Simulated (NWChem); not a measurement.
The numbers come from NWChem runs, not from measurements. System: silicon monosulfide (SSi), charge 0, spin multiplicity 1, at a geometry optimised with PBE0/def2-SVP. Level: MP2/def2-TZVP, 10 core orbitals frozen.

Job file:

```
start mol
memory heap 200 mb stack 800 mb global 1000 mb
geometry units angstroms nocenter noautoz
  Si     0.000000     0.000000     1.034479
  S      0.000000     0.000000    -0.905170
  symmetry group C2v
end
basis spherical
  * library def2-tzvp
end
scf
  rhf
  nopen 0
  maxiter 100
  thresh 1e-7
  semidirect memsize 60000000 filesize 0
end
mp2
  freeze core 10
end
task mp2 energy
```

Output (cleaned and shortened):

```
             Northwest Computational Chemistry Package (NWChem) 7.3.0
             --------------------------------------------------------

                                NWChem Input Module
                                -------------------

 Scaling coordinates for geometry "geometry" by  1.889725989
 (inverse scale =  0.529177249)

 Turning off AUTOSYM since
 SYMMETRY directive was detected!

                             Geometry "geometry" -> ""
                             -------------------------

 Output coordinates in angstroms (scale by  1.889725989 to convert to a.u.)

  No.       Tag          Charge          X              Y              Z
 ---- ---------------- ---------- -------------- -------------- --------------
    1 Si                  14.0000     0.00000000     0.00000000     1.03447900
    2 S                   16.0000     0.00000000     0.00000000    -0.90517000

 Effective nuclear repulsion energy (a.u.)      61.1119350851

            Nuclear Dipole moment (a.u.)
            ----------------------------
        X                 Y               Z
 ---------------- ---------------- ----------------
     0.0000000000     0.0000000000    -0.0000264562

      Symmetry information
      --------------------

 Group name             C2v
 Group number             16
 Group order               4
 No. of unique centers     2

      Symmetry unique atoms

     1    2


 Summary of "ao basis" -> "" (spherical)
 ------------------------------------------------------------------------------
       Tag                 Description            Shells   Functions and Types
 ---------------- ------------------------------  ------  ---------------------
 *                         def2-tzvp                  on all atoms

 Summary of "ao basis" -> "ao basis" (spherical)
 ------------------------------------------------------------------------------
       Tag                 Description            Shells   Functions and Types
 ---------------- ------------------------------  ------  ---------------------
 Si                        def2-tzvp                13       37   5s5p2d1f
 S                         def2-tzvp                13       37   5s5p2d1f

                                 NWChem SCF Module
                                 -----------------

  ao basis        = "ao basis"
  functions       =    74
  atoms           =     2
  closed shells   =    15
  open shells     =     0
  charge          =   0.00
  wavefunction    = RHF
  use symmetry    = T
  symmetry adapt  = T

 Summary of "ao basis" -> "ao basis" (spherical)
 ------------------------------------------------------------------------------
       Tag                 Description            Shells   Functions and Types
 ---------------- ------------------------------  ------  ---------------------
 Si                        def2-tzvp                13       37   5s5p2d1f
 S                         def2-tzvp                13       37   5s5p2d1f

      Symmetry analysis of basis
      --------------------------

        a1         32
        a2          6
        b1         18
        b2         18

 Forming initial guess at       0.1s

      Superposition of Atomic Density Guess
      -------------------------------------

 Sum of atomic energies:        -686.31491183

      Non-variational initial energy
      ------------------------------

 Total energy =    -686.511503
 1-e energy   =   -1071.566166
 2-e energy   =     323.942728
 HOMO         =      -0.285601
 LUMO         =      -0.038961

      Symmetry analysis of molecular orbitals - initial
      -------------------------------------------------

 !! scf_movecs_sym_adapt:   48 vectors were symmetry contaminated

  Symmetry fudging

 !! scf_movecs_sym_adapt:   46 vectors were symmetry contaminated

  Numbering of irreducible representations:

     1 a1          2 a2          3 b1          4 b2

  Orbital symmetries:

     1 a1          2 a1          3 a1          4 a1          5 b2
     6 b1          7 a1          8 a1          9 b2         10 b1
    11 a1         12 a1         13 b1         14 b2         15 a1
    16 b2         17 b1         18 a1         19 a1         20 b2
    21 b1         22 a1         23 a1         24 a2         25 a1

 Starting SCF solution at       0.8s

 ----------------------------------------------
         Quadratically convergent ROHF

 Convergence threshold     :          1.000E-07
 Maximum no. of iterations :          100
 Final Fock-matrix accuracy:          1.000E-09
 ----------------------------------------------

              iter       energy          gnorm     gmax       time
             ----- ------------------- --------- --------- --------
                 1     -686.4523674260  6.28D-01  2.01D-01      0.8
                 2     -686.4925768843  1.64D-01  6.19D-02      0.8
                 3     -686.4959262994  1.05D-02  3.81D-03      0.9
                 4     -686.4959412776  3.25D-05  1.45D-05      0.9
                 5     -686.4959412778  5.67D-09  1.60D-09      1.0

       Final RHF  results
       ------------------

         Total SCF energy =   -686.495941277775
      One-electron energy =  -1072.645648001189
      Two-electron energy =    325.037771638286
 Nuclear repulsion energy =     61.111935085127

        Time for solution =      0.3s

       Symmetry analysis of molecular orbitals - final
       -----------------------------------------------

  Numbering of irreducible representations:

     1 a1          2 a2          3 b1          4 b2

  Orbital symmetries:

     1 a1          2 a1          3 a1          4 a1          5 b1
     6 b2          7 a1          8 b2          9 b1         10 a1
    11 a1         12 a1         13 a1         14 b1         15 b2
    16 b2         17 b1         18 a1         19 b1         20 b2
    21 a1         22 a1         23 a1         24 a2         25 a1

             Final eigenvalues
             -----------------

              1
    1  -91.9358
    2  -68.8362
    3   -8.9418
    4   -6.6222
    5   -6.6216
    6   -6.6216
    7   -6.1826
    8   -4.2833
    9   -4.2833
   10   -4.2833
   11   -0.9380
   12   -0.5726
   13   -0.3896
   14   -0.3866
   15   -0.3866
   16    0.0247
   17    0.0247
   18    0.1394
   19    0.2801
   20    0.2801
   21    0.2828
   22    0.3189
   23    0.3258
   24    0.3258
   25    0.3353

                       ROHF Final Molecular Orbital Analysis
                       -------------------------------------

 Vector   13  Occ=2.000000D+00  E=-3.896357D-01  Symmetry=a1
              MO Center= -1.2D-15,  7.4D-16,  6.0D-01, r^2= 3.2D+00
   Bfn.  Coefficient  Atom+Function         Bfn.  Coefficient  Atom+Function
  ----- ------------  ---------------      ----- ------------  ---------------
     5      0.465168  1 Si s                 54     -0.350219  2 S  pz
    17      0.320600  1 Si pz                 4      0.275201  1 Si s
    57     -0.245801  2 S  pz                 3     -0.168622  1 Si s
    51     -0.158622  2 S  pz

 Vector   14  Occ=2.000000D+00  E=-3.866001D-01  Symmetry=b1
              MO Center= -1.8D-16,  9.5D-31, -5.0D-01, r^2= 1.9D+00
   Bfn.  Coefficient  Atom+Function         Bfn.  Coefficient  Atom+Function
  ----- ------------  ---------------      ----- ------------  ---------------
    52      0.446105  2 S  px                55      0.301935  2 S  px
    15      0.201008  1 Si px                49      0.197682  2 S  px
    43     -0.161032  2 S  px

 Vector   15  Occ=2.000000D+00  E=-3.866001D-01  Symmetry=b2
              MO Center= -1.1D-30,  2.5D-16, -5.0D-01, r^2= 1.9D+00
   Bfn.  Coefficient  Atom+Function         Bfn.  Coefficient  Atom+Function
  ----- ------------  ---------------      ----- ------------  ---------------
    53      0.446105  2 S  py                56      0.301935  2 S  py
    16      0.201008  1 Si py                50      0.197682  2 S  py
    44     -0.161032  2 S  py

 Vector   16  Occ=0.000000D+00  E= 2.470648D-02  Symmetry=b2
              MO Center=  7.2D-30, -8.9D-16,  8.7D-01, r^2= 4.0D+00
   Bfn.  Coefficient  Atom+Function         Bfn.  Coefficient  Atom+Function
  ----- ------------  ---------------      ----- ------------  ---------------
    19      0.740446  1 Si py                56     -0.435807  2 S  py
    16      0.309943  1 Si py                53     -0.184366  2 S  py

 Vector   17  Occ=0.000000D+00  E= 2.470648D-02  Symmetry=b1
              MO Center=  1.8D-15, -6.1D-30,  8.7D-01, r^2= 4.0D+00
   Bfn.  Coefficient  Atom+Function         Bfn.  Coefficient  Atom+Function
  ----- ------------  ---------------      ----- ------------  ---------------
    18      0.740446  1 Si px                55     -0.435807  2 S  px
    15      0.309943  1 Si px                52     -0.184366  2 S  px

 Vector   18  Occ=0.000000D+00  E= 1.394187D-01  Symmetry=a1
              MO Center= -2.4D-17,  4.1D-17,  8.4D-01, r^2= 6.9D+00
   Bfn.  Coefficient  Atom+Function         Bfn.  Coefficient  Atom+Function
  ----- ------------  ---------------      ----- ------------  ---------------
    42      1.897496  2 S  s                 20      1.679380  1 Si pz
     5     -1.603781  1 Si s                 57      0.888247  2 S  pz
    17      0.276854  1 Si pz                54      0.254753  2 S  pz
    28     -0.179493  1 Si d  0

 center of mass
 --------------
 x =   0.00000000 y =   0.00000000 z =   0.00004375

 moments of inertia (a.u.)
 ------------------
         200.462357521714           0.000000000000           0.000000000000
           0.000000000000         200.462357521714           0.000000000000
           0.000000000000           0.000000000000           0.000000000000

  Mulliken analysis of the total density
  --------------------------------------

    Atom       Charge   Shell Charges
 -----------   ------   -------------------------------------------------------
    1 Si  14    13.64   2.00  0.59  1.38  1.09  0.77  4.10  1.74  0.42  0.95  0.38  0.07  0.13  0.02
    2 S   16    16.36   2.01  0.49  1.48  1.05  0.79  4.18  1.69  0.87  2.36  1.37  0.02  0.05  0.00

       Multipole analysis of the density wrt the origin
       ------------------------------------------------

     L   x y z        total         open         nuclear
     -   - - -        -----         ----         -------
     0   0 0 0     -0.000000      0.000000     30.000000

     1   1 0 0      0.000000      0.000000      0.000000
     1   0 1 0     -0.000000      0.000000      0.000000
     1   0 0 1      0.924246      0.000000     -0.000026

     2   2 0 0    -18.998383      0.000000      0.000000
     2   1 1 0      0.000000      0.000000      0.000000
     2   1 0 1      0.000000      0.000000      0.000000
     2   0 2 0    -18.998383      0.000000      0.000000
     2   0 1 1     -0.000000      0.000000      0.000000
     2   0 0 2    -19.715087      0.000000    100.316121

                   NWChem MP2 Semi-direct Energy/Gradient Module
                   ---------------------------------------------

  Basis functions       =     74
  Molecular orbitals    =     74
  Frozen core           =     10
  Frozen virtuals       =      0
  Active alpha occupied =      5
  Active beta occupied  =      5
  Active alpha virtual  =     59
  Active beta virtual   =     59
  Use MO symmetry       = T
  Use skeleton AO sym   = T

  AO/Fock/Back tols     =   1.0D-09  1.0D-09  1.0D-09

 GA uses MA = F    GA memory limited = T

 Available:
  local mem=  1.15D+08
 global mem=  1.31D+08
 local disk=  0.00D+00
  mp2_memr nvloc                    59
  nvloc new                    59
   1 passes of   5:        4194304                      25915                   2764683.
   1 passes of   5: M    114683628           G      131061048           F     110489324.

 Semi-direct pass number   1 of   1  for RHF alpha+beta  at        1.1s
  vrange nnbf                  2747
  mp2_eaftype                    10  avail_ma_in_mb                   999
 EAF : mp2_eaftype filesize          10    1382341.
  mp2_eaf for mointskh                     10
Node 0 wrote      6.5 Mb in      0.0 s     Agg I/O rate:  1542.8 Mb/s
 Done moints_semi at        2.9s
  mp2_eaftype                    10  avail_ma_in_mb                   989
 EAF : mp2_eaftype filesize          10    1382341.
  mp2_eaf for kh                    10
 Done maket at        3.0s
 Done multipass loop at        3.0s

          -------------------------------------------
          SCF energy                -686.495941277775
          Correlation energy          -0.256028799486
          Singlet pairs               -0.164069447899
          Triplet pairs               -0.091959351588
          Total MP2 energy          -686.751970077261
          -------------------------------------------

          ---------------------------------------------------
                    Spin Component Scaled (SCS) MP2
          Same spin pairs                     -0.061306234392
          Same spin scaling factor             0.333333333333
          Opposite spin pairs                 -0.194722565095
          Opposite spin scaling fact.          1.200000000000
          SCS-MP2 correlation energy          -0.254102489577
          Total SCS-MP2 energy              -686.750043767352
          ---------------------------------------------------

 -----------------------
 Performance information
 -----------------------

 Timer overhead =  2.20D-07 seconds/call

               Nr. of calls         CPU time (s)                 Wall time (s)                GFlops
             ---------------    -------------------     ------------------------------   -------------------
Name         Min   Avg   Max    Min     Avg     Max     Min     Avg     Max   Mx/calls   Min     Max     Sum
mp2: moin     1     1     1    1.8     1.8     1.8      1.8     1.8     1.8     1.8      0.0     0.0     0.0
mp2: make     1     1     1   5.70E-2 5.70E-2 5.70E-2  5.70E-2 5.70E-2 5.70E-2 5.70E-2   0.0     0.0     0.0
mp2: tota     1     1     1    1.9     1.9     1.9      1.9     1.9     1.9     1.9      0.0     0.0     0.0

 The average no. of pstat calls per process was 3.00D+00
 with a timing overhead of 6.60D-07s

 Task  times  cpu:        3.0s     wall:        3.0s

 Total times  cpu:        3.0s     wall:        3.0s
```
